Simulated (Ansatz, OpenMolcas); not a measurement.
CH3AlF2 (SMILES [CH3][Al]([F])[F]): the energy, rung by rung

CH3AlF2: 7 atoms, total charge 0, spin state singlet. SMILES: `[CH3][Al]([F])[F]`. Geometry: relaxed at PBE0-D4/def2-TZVP.

```xyz
7

C    -0.2536    0.8259   -0.2387
Al    0.2931   -0.9562    0.2455
F     1.5132   -1.2195    1.3155
F    -0.4234   -2.2976   -0.3786
H    -1.0758    0.8160   -0.9561
H    -0.5734    1.3845    0.6451
H     0.5811    1.3789   -0.6782
```

Quantity: the energy change with the C1–H6 bond stretched from 1.093 to 1.968 Å, in eV. The values are calculated.

| level | kind | program | value (eV) | less CCSD(T)/def2-SVPD | CPU time (all runs) |
| --- | --- | --- | --- | --- | --- |
| PBE/def2-SVPD (restricted) | GGA | Ansatz | 3.20 | +0.03 | 16 s |
| PBE0/def2-SVPD (restricted) | global hybrid | OpenMolcas | 3.47 | +0.30 | 100 s |
| wB97M-V/def2-SVPD (restricted) | range-separated hybrid | Ansatz | 3.50 | +0.33 | 2.7 min |
| wB97X/def2-SVPD (restricted) | range-separated hybrid | Ansatz | 3.59 | +0.42 | 63 s |
| B2PLYP/def2-SVPD (restricted) | double hybrid | OpenMolcas | 3.41 | +0.24 | 76 s |
| RPA@PBE/def2-SVPD (restricted) | RPA | Ansatz | 3.12 | -0.05 | 32 s |
| MP2/def2-SVPD (restricted) | perturbation theory | OpenMolcas | 3.53 | +0.36 | 35 s |
| CCSD(T)/def2-SVPD (restricted) | coupled cluster or CI | Ansatz | 3.17 | 0.00 | 93 s |

CCSD(T)/def2-SVPD (restricted) is the highest level here, not the true value. At this stretch a single reference begins to fail. The first shape isn't each level's own minimum. The values span 3.12 to 3.59 eV. CPU times are rough (shared hosts, several kinds of processor and program).
